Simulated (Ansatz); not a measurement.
Cost and result up the ladder for Cu(PH3)Me (CH₆CuP) (9 atoms). The state is a singlet with charge 0. Geometry: r2SCAN-D4/def2-TZVP.

```csv
atom,x (Å),y (Å),z (Å)
Cu1,-0.096,0.108,-0.163
P2,0.801,-0.958,1.501
H3,1.136,-0.268,2.689
H4,2.040,-1.617,1.326
H5,0.114,-2.033,2.109
C6,-0.877,1.046,-1.636
H7,-1.007,0.387,-2.502
H8,-0.249,1.886,-1.950
H9,-1.862,1.448,-1.375
```

Ansatz on 2 threads of Arm Neoverse V2 on a shared host. Times are rough, and most runs start from the orbitals of an earlier one. r2SCAN0-D4/def2-TZVP serves as the yardstick here, not as an exact answer. Differences are given only for rows in sets of like size (and for xTB, whose basis is part of the method), since another set adds its own error. Binding counts from free atoms at the same level (Cu doublet, P quartet, H doublet, C triplet; other spins of the atoms weren't run), without zero-point energy or a counterpoise term.

The 6-31G sets use Cartesian d functions. LC-ωPBE has ω = 0.4 bohr⁻¹. B3LYP takes the VWN-RPA correlation. Correlated methods freeze 15 core orbitals.

Correlated methods converge slowly with the basis.

| level | functions | wall time |
| --- | --- | --- |
| HF/6-31G | 63 | 0.45 s |
| LDA (SPW92)/def2-TZVP | 149 | 1.2 s |
| PBE-D4/def2-SVP | 93 | 1.2 s |
| PBE0-D4/def2-SVP | 93 | 1.7 s |
| MP2/def2-TZVP | 149 | 1.9 s |
| PBE-D4/def2-TZVP | 149 | 2 s |
| LC-ωPBE/def2-TZVP | 149 | 2.6 s |
| PBE-D4/def2-TZVPD | 182 | 2.9 s |
| B3LYP-D4/def2-TZVP | 149 | 2.9 s |
| PBE0-D4/def2-TZVPD | 182 | 3.8 s |
| r2SCAN-D4/def2-TZVP (with forces) | 149 | 5.5 s |
| r2SCANh-D4/def2-TZVP | 149 | 5.5 s |
| r2SCAN0-D4/def2-TZVP | 149 | 5.5 s |
| r2SCAN-D4/def2-TZVPD | 182 | 6 s |

(1) Estimate what each level gives for the binding energy per atom (eV).

Results:

(1) 
| level | binding energy per atom (eV) | difference from r2SCAN0-D4/def2-TZVP (eV) |
| --- | --- | --- |
| HF/6-31G | 2.02 | – |
| LDA (SPW92)/def2-TZVP | 3.48 | 0.47 |
| PBE-D4/def2-SVP | 3.12 | – |
| PBE0-D4/def2-SVP | 3.04 | – |
| MP2/def2-TZVP | 2.92 | -0.09 |
| PBE-D4/def2-TZVP | 3.08 | 0.08 |
| LC-ωPBE/def2-TZVP | 3.01 | 0.01 |
| PBE-D4/def2-TZVPD | 3.09 | 0.08 |
| B3LYP-D4/def2-TZVP | 3.05 | 0.04 |
| PBE0-D4/def2-TZVPD | 3.02 | 0.01 |
| r2SCAN-D4/def2-TZVP (with forces) | 3.07 | 0.06 |
| r2SCANh-D4/def2-TZVP | 3.04 | 0.04 |
| r2SCAN0-D4/def2-TZVP | 3.01 | 0.00 |
| r2SCAN-D4/def2-TZVPD | 3.07 | 0.07 |
